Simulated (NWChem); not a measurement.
Species: Si2H5 cation

```xyz
7

Si     0.0153    -1.2153    -0.0036
Si     0.0193     1.1667    -0.0123
H      1.2208    -2.0765     0.0156
H     -1.2301    -2.0179     0.0090
H     -0.5423     1.4665     1.3258
H      1.4262     1.5678    -0.2009
H     -0.8956     1.5008    -1.1256
```
Atoms are numbered in this order, from 1.

All runs: NWChem. Structure relaxed at the B3LYP/6-31G* (spherical d) level. Level: PBE/def2-SVP with SMD (1 M gas to 1 M solution), gas-phase geometry. Reactions with the solvent are ignored.

| solvent | dielectric constant | solvation free energy (kcal/mol) | cavity-dispersion-structure term (kcal/mol) |
|---|---|---|---|
| water | 78.4 | -55.1 | 2.7 |
| ethanol | 24.9 | -56.6 | -0.4 |
| 1-propanol | 20.5 | -56.0 | -0.4 |
| ethyl acetate | 5.99 | -49.1 | -0.3 |
| 2-propanol | 19.3 | -56.0 | -0.5 |
| 1-octanol | 9.86 | -52.8 | -0.2 |
